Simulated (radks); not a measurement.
Question: These are the eigenvalues of the occupied orbitals of an atom or ion with whole-number occupations (eV). Calculated with a radial shooting solver on a logarithmic mesh with Libxc functionals: Dirac Kohn-Sham, PBE, spin-unpolarised, spherical densities, finite nucleus; Fermi nuclear charge, rms radius of each element as measured or else 0.836 A^(1/3) + 0.57 fm.

orbital  eigenvalue
1s1/2     -38738.98
2s1/2     -6184.273
2p1/2     -5833.945
2p3/2     -5420.828
3s1/2     -1341.200
3p1/2     -1193.466
3p3/2     -1112.944
3d3/2     -854.1401
3d5/2     -836.9134
4s1/2     -289.4429
4p1/2     -235.0673
4p3/2     -217.9306
4d3/2     -128.7734
4d5/2     -125.7963
5s1/2      -61.6018
5p1/2      -46.5586
5p3/2      -43.9137

Which element is it, and in what charge state? The configuration may be excited. Open shells, if any, fill j = l - 1/2 first.

Answer: Z = 57, lanthanum, charge +3: La3+ in [Xe]. The list shows which subshells hold electrons but not how many an open one holds; the 1s level, -1423.6 hartree, gives Z - s = 53.4 by -(Z - s)^2/2, which with screening and relativity narrows Z to a few neighbours, and the depths of the outer levels then fix element, charge and occupations together.
